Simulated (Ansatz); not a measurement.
Geometry optimisation, Ansatz, DFT PBE, scalar-relativistic, plane waves, PAW.

Input:

```yaml
crystal:
  lattice:
    - [6.6, 0.0, 0.0]
    - [3.3, 4.666905, 0.0]
    - [0.0, 0.0, 18.000357]
  atoms:
    - { symbol: Nb, position: [-0.25, 0.5, 0.0555545] }
    - { symbol: Nb, position: [0.25, 0.5, 0.0555545] }
    - { symbol: Nb, position: [-0.25, 1.0, 0.0555545] }
    - { symbol: Nb, position: [0.25, 1.0, 0.0555545] }
    - { symbol: Nb, position: [0.0, 0.0, 0.1851881] }
    - { symbol: Nb, position: [0.5, 0.0, 0.1851881] }
    - { symbol: Nb, position: [0.0, 0.5, 0.1851881] }
    - { symbol: Nb, position: [0.5, 0.5, 0.1851881] }
    - { symbol: Nb, position: [-0.25, 0.5, 0.3148218] }
    - { symbol: Nb, position: [0.25, 0.5, 0.3148218] }
    - { symbol: Nb, position: [-0.25, 1.0, 0.3148218] }
    - { symbol: Nb, position: [0.25, 1.0, 0.3148218] }
    - { symbol: Nb, position: [0.0, 0.0, 0.4444555] }
    - { symbol: Nb, position: [0.5, 0.0, 0.4444555] }
    - { symbol: Nb, position: [0.0, 0.5, 0.4444555] }
    - { symbol: Nb, position: [0.5, 0.5, 0.4444555] }
    - { symbol: Au, position: [0.330736, 0.828463, 0.5922303] }
basis:
  ecutwfc: 420.0
kpoints:
  mp_grid: { grid: [2, 2, 1] }
hamiltonian:
  xc: pbe
scf:
  occupations: { method: fermi_dirac, width: 0.1 }
  lower_state_search: "off"
relax:
  f_tol: 0.08
  max_steps: 25
  adjacent_minimum: "off"
  constraints: [{ sites: [0, 1, 2, 3] }]
```

Run as:

```bash
$ ansatz run input.yaml --threads 2 --pin off --max-ram 5120MiB --backend cpu --events-out ev --progress --plain --runs-dir out
```

Task: Where does it end, and by what steps?

Result: It converged. The threshold is loose, so the end isn't yet a minimum. Limits of this set-up: coarse k mesh, thin slab, slab without dipole correction. After 11 steps the energy has fallen by 1.107 eV; Au17 moved furthest, 1.03 Å. Joined: Nb15–Au17.

| step | energy less start (eV) | largest force component (eV/Å) | accepted |
| --- | --- | --- | --- |
| 0 | 0.0000 | 2.097 | yes |
| 1 | -0.4595 | 1.707 | yes |
| 2 | -0.7488 | 0.825 | yes |
| 3 | -0.8904 | 0.527 | yes |
| 4 | -0.9575 | 0.758 | yes |
| 5 | -1.0005 | 0.420 | yes |
| 6 | -1.0341 | 0.107 | yes |
| 7 | -1.0455 | 0.137 | yes |
| 8 | -1.0701 | 0.174 | yes |
| 9 | -1.0974 | 0.126 | yes |
| 10 | -1.1029 | 0.081 | yes |
| 11 | -1.1067 | 0.035 | yes |

```xyz
17
Lattice="6.6000 0.0000 0.0000 3.3000 4.6669 0.0000 0.0000 0.0000 18.0004" Properties=species:S:1:pos:R:3
Nb 0.000 2.333 1.000
Nb 3.300 2.333 1.000
Nb 1.650 4.667 1.000
Nb 4.950 4.667 1.000
Nb 0.000 -0.001 3.258
Nb 3.300 -0.001 3.258
Nb 1.650 2.330 3.296
Nb 4.950 2.337 3.292
Nb 0.003 2.331 5.659
Nb 3.297 2.331 5.659
Nb 1.650 4.668 5.582
Nb 4.950 4.665 5.676
Nb -0.221 -0.010 7.993
Nb 3.522 -0.006 7.994
Nb 1.649 2.169 7.882
Nb 4.951 2.477 7.881
Au 4.950 4.637 9.977
```

The run took 93 s on 2 threads of Arm Neoverse V2, on a shared host, peak memory 1.2 GiB.
